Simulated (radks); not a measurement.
Spherical quantum dot in the effective-mass picture: electrons in a parabolic well V = omega^2 r^2 / 2 with omega = 2.34, with a point charge +1 (a donor) at the centre, all in effective atomic units (hartree* = m*/eps^2 hartree, bohr* = eps/m* bohr), one dielectric constant everywhere. Calculated with a radial shooting solver with Libxc functionals: non-relativistic Kohn-Sham, PBE, spin-polarised, spherical densities. Levels are named by radial order and angular momentum (1s, 1p, 1d, 2s, ...), and open shells are averaged over m. Results are scaled to m* = 0.363 and eps = 13.8, for which hartree* = 51.87 meV and bohr* = 2.012 nm.

N = 21, configuration 1s2 1p6 1d10 2s2 1f(up 1, down 0). This is the lowest configuration that the search found. Occupied and some empty levels:

| level | occupation | eigenvalue (meV) | <r> (nm) |
|---|---|---|---|
| 1s up | 1 | 916.83 | 1.763 |
| 1s down | 1 | 917.17 | 1.757 |
| 1p up | 3 | 1000.7 | 2.468 |
| 1p down | 3 | 1001.6 | 2.462 |
| 2s up | 1 | 1069.9 | 2.519 |
| 2s down | 1 | 1070.9 | 2.521 |
| 1d up | 5 | 1079.0 | 2.887 |
| 1d down | 5 | 1080.3 | 2.883 |
| 1f up | 1 | 1161.6 | 3.208 |
| 1f down | 0 | 1163.1 | 3.207 |
| 2p up | 0 | 1173.5 | 2.875 |
| 2p down | 0 | 1174.4 | 2.878 |
| 1g up | 0 | 1248.8 | 3.481 |
| 1g down | 0 | 1250.4 | 3.481 |
| 2d up | 0 | 1268.8 | 3.213 |
| 2d down | 0 | 1269.6 | 3.215 |

Energy (meV): total 14396.9, kinetic 2704.3, external 4704.8, Hartree 7786.5, exchange-correlation -798.60.

Electron density:

| r (nm) | n(r) (e/nm^3) |
|---|---|
| 0.111 | 0.4171 |
| 0.531 | 0.2647 |
| 0.951 | 0.1734 |
| 1.37 | 0.1363 |
| 1.79 | 0.1306 |
| 2.21 | 0.1276 |
| 2.63 | 0.1094 |
| 3.05 | 0.07698 |
| 3.47 | 0.04294 |
| 3.89 | 0.01873 |
| 4.31 | 0.006440 |
| 4.73 | 0.001734 |
| 5.15 | 0.0003655 |
| 5.57 | 0.00006081 |
